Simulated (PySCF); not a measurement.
Isomers of C5H10NP. Method: TDDFT wB97X-D/def2-SVPD, vertical, gas phase, core orbitals frozen in the response in PySCF 2.14.0, density-fitted response routines. Geometries: GFN2-xTB; one conformer of each isolated species. Triplets are in the Tamm–Dancoff approximation.

A. `CCP(C)CC#N`
B. `N=P1(C2CC2)CC1`
C. `C#CCP(N)CC`

Lowest singlet levels (six at most, fewer where fewer were computed) with oscillator strengths:

1. 6.54 eV (f 0.107); 6.90 eV (f 0.084); 7.01 eV (f 0.028); 7.54 eV (f 0.029); 7.76 eV (f 0.032); 7.82 eV (f 0.037); T1 5.41 eV
2. 5.54 eV (f 0.050); 6.09 eV (f 0.110); 6.51 eV (f 0.013); 6.60 eV (f 0.007); 6.61 eV (f 0.001); 6.81 eV (f 0.002); T1 4.71 eV
3. 5.61 eV (f 0.024); 6.51 eV (f 0.008); 6.63 eV (f 0.025); 6.84 eV (f 0.000); 6.90 eV (f 0.001); 7.06 eV (f 0.008); T1 5.21 eV

Question: Which spectrum belongs to which structure?

Answer: 1 = A, 2 = C, 3 = B.
- A: S1 at 6.54 eV, HOMO→LUMO (74%), HOMO→LUMO+1 (10%); Löwdin shares by element: HOMO phosphorus 61%, carbon 30% or more; LUMO carbon 33% or more, phosphorus 19% (atoms not listed hold the other 49%); HOMO -9.00 and LUMO 1.91 eV.
- B: S1 at 5.61 eV, HOMO→LUMO (47%), HOMO→LUMO+4 (24%), HOMO→LUMO+2 (12%); Löwdin shares by element: HOMO nitrogen 48%, carbon 24% or more, phosphorus 18%; LUMO carbon 30% or more, hydrogen 21% or more (atoms not listed hold the other 49%); HOMO -7.88 and LUMO 2.19 eV.
- C: S1 at 5.54 eV, HOMO→LUMO (90%); Löwdin shares by element: HOMO phosphorus 46%, nitrogen 28%, carbon 16% or more; LUMO phosphorus 28%, nitrogen 11%, carbon 10% or more, hydrogen 8% or more (atoms not listed hold the other 44%); HOMO -7.91 and LUMO 2.17 eV.
B and C have S1 within 0.07 eV of each other; their strongest listed levels stand at 6.63 eV (f 0.025) and 6.09 eV (f 0.110).
